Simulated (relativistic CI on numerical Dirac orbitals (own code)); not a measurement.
# Yb⁴⁺: 3d photoemission

Computed with this model: Dirac-Coulomb-Breit CI, separate exchange-only KLI orbitals for each configuration, QED by a radiative potential, valence Slater integrals scaled by 0.8, multiplet model of photoemission in the sudden approximation; configurations [Xe] 4f12 → [Ar] 3d9 4s2 4p6 4d10 4f12 5s2 5p6; 300 K; Lorentzian 0.9 eV and Gaussian 0.7 eV FWHM. Energies are those of the free ion, without screening or charge transfer. The energies are binding energies and can lie tens of eV above those of solids. S is read from ⟨S²⟩ = S(S + 1).

Computed curve for free ion, scaled to 100 at the maximum (points under 2 are left out and the grid is thinned):

(Energy (eV), Intensity): (1583.4, 2.1), (1583.8, 2.4), (1584.3, 3.0), (1584.7, 3.7), (1585.2, 5.0), (1585.6, 6.6), (1586.1, 10.4), (1586.5, 16.5), (1586.9, 30.2), (1587.4, 68.6), (1587.8, 97.7), (1588.3, 92.4), (1588.7, 82.3), (1589.2, 62.8), (1589.6, 44.9), (1590.0, 42.8), (1590.5, 50.8), (1590.9, 49.3), (1591.4, 43.9), (1591.8, 42.6), (1592.2, 39.2), (1592.7, 34.4), (1593.1, 29.6), (1593.6, 28.2), (1594.0, 30.4), (1594.5, 29.7), (1594.9, 23.4), (1595.3, 16.8), (1595.8, 15.5), (1596.2, 16.6), (1596.7, 12.8), (1597.1, 8.2), (1597.6, 4.6), (1598.0, 3.3), (1598.4, 2.5), (1634.0, 2.1), (1634.4, 2.6), (1634.9, 3.4), (1635.3, 4.3), (1635.8, 6.3), (1636.2, 9.4), (1636.6, 15.3), (1637.1, 31.6), (1637.5, 55.5), (1638.0, 81.7), (1638.4, 78.4), (1638.8, 71.7), (1639.3, 76.9), (1639.7, 76.5), (1640.2, 54.7), (1640.6, 39.3), (1641.1, 25.0), (1641.5, 15.7), (1641.9, 10.6), (1642.4, 8.3), (1642.8, 7.8), (1643.3, 6.0), (1643.7, 4.2), (1644.2, 2.7), (1644.6, 2.1)

The ground state has S = 0.99, and the centroid lies at 1609.78 eV.
